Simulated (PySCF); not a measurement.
BLYP on I⁻ (iodine, charge -1), [Xe], closed-shell 1S. All numbers are calculated (PySCF 2.14, a scalar-relativistic core potential, in def2-QZVPPD with the def2 core potential (28 electrons) (8s7p5d4f1g, 91 functions)).

```
cycle= 1 E= -297.745584476032  delta_E= -0.0105  |g|= 0.0213  |ddm|= 0.327
cycle= 2 E= -297.745591828775  delta_E= -7.35e-06  |g|= 0.0108  |ddm|= 0.0411
cycle= 3 E= -297.745644804935  delta_E= -5.3e-05  |g|= 0.0101  |ddm|= 0.0299
cycle= 4 E= -297.74570396059  delta_E= -5.92e-05  |g|= 0.000821  |ddm|= 0.0106
cycle= 5 E= -297.745704738563  delta_E= -7.78e-07  |g|= 2.36e-06  |ddm|= 0.00153
cycle= 6 E= -297.745704738572  delta_E= -8.87e-12  |g|= 4.15e-07  |ddm|= 7.4e-06
converged SCF energy = -297.745704738572  <S^2> = -2.4868996e-14  2S+1 = 1
```

Highest occupied orbital energy: 0.067 eV; ⟨L²⟩ = 0.00; populations by l: s 4.00, p 12.00, d 10.00, f 0.00.

Problem. Can this result be used?

Solution. With care. The run converged. Energies and moments cover only the electrons outside the core potential. At BLYP the highest occupied level has a positive energy, so only the finite basis holds that electron; in a semilocal or global hybrid functional this comes from self-interaction and does not mean that the real anion is unbound.
